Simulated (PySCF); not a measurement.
A structure optimised at PBE-D3(BJ)/def2-SVP, used in a PySCF frequency run:

```xyz
8

Cd     0.1994    -0.0842    -0.3905
O      0.9776    -0.6457    -2.1418
C      0.7533    -1.9221    -2.6878
H     -0.3207    -2.1436    -2.9096
H      1.2943    -1.9864    -3.6611
H      1.1364    -2.7641    -2.0585
Se    -0.6509     0.7759     1.7515
H     -1.8923     1.2533     1.0853
```

**Question.** Write its SMILES and formula.

**Answer.** C[O][Cd][SeH], CH₄CdOSe

**Question.** What are its rotational constants (standard atomic weights)?

**Answer.** 30.125, 0.82109, 0.80910 GHz
